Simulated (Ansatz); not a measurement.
Basis sets compared for In₃As₃⁺. The state is a doublet with charge 1. Geometry PBE-D4/def2-SVP. Ansatz on 4 threads of Intel Xeon Platinum 8488C on a shared host; times are rough, and most runs start from earlier orbitals.

```
atom   x (Å)   y (Å)   z (Å)
 In1   0.002   0.599   2.648
 In2  -2.428  -0.459   0.770
 In3   0.854  -0.448  -2.950
 As4  -0.385   1.119  -0.706
 As5   0.261  -1.344  -0.145
 As6   1.695   0.533   0.383
```

In the def2 sets In takes a core potential; there is no spin–orbit coupling. The structure comes from a short search, and lower isomers may exist.

```json
{"level": "PBE-D4/def2-SVP", "functions": "174", "energy (Eh)": "-7276.2201", "HOMO (eV)": "-8.55", "LUMO (eV)": "-8.09", "wall time": "3.6 s"}
{"level": "PBE0-D4/def2-SVP", "functions": "174", "energy (Eh)": "-7276.3837", "HOMO (eV)": "-9.33", "LUMO (eV)": "-7.52", "wall time": "8 s"}
```

Problem. Estimate the rows for PBE-D4/def2-TZVP, PBE0-D4/def2-TZVP (with forces).

Solution. 
```csv
level,functions,energy (Eh),HOMO (eV),LUMO (eV),wall time
PBE-D4/def2-TZVP,294,-7277.0670,-8.53,-8.06,8.5 s
PBE0-D4/def2-TZVP (with forces),294,-7277.2283,-9.31,-7.47,29 s
```
